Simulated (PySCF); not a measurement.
C3H5O, SMILES [CH]=C(C)O, multiplicity 2. Geometry: B3LYP-D3(BJ)/def2-SVP. The isomer is the one that the SMILES or the coordinates give; other isomers of the formula were not compared. The values are those of a single conformer.

### Question
Give the equilibrium geometry at B3LYP-D3(BJ)/def2-SVP (PySCF confirms it by a frequency run) as bond lengths and angles, and its point group. (An estimate is asked for; the answer gives what the named calculation found.)

### Answer
This is not unique; one that fits is point group Cs.
Atoms: C1 C2 C3 O4 H5 H6 H7 H8 H9. Bonded distances (Å): C1–C2 1.325, C1–H5 1.088, C2–C3 1.500, C2–O4 1.375, C3–H6 1.097, C3–H7 1.103, C3–H8 1.103, O4–H9 0.968. Bond angles (°): C2–C1–H5 140.4, C1–C2–C3 124.4, C1–C2–O4 124.6, C3–C2–O4 111.0, C2–C3–H6 111.2, C2–C3–H7 109.9, C2–C3–H8 109.9, H6–C3–H7 109.3, H6–C3–H8 109.3, H7–C3–H8 107.3, C2–O4–H9 109.0.
Charge 0, spin multiplicity 2.
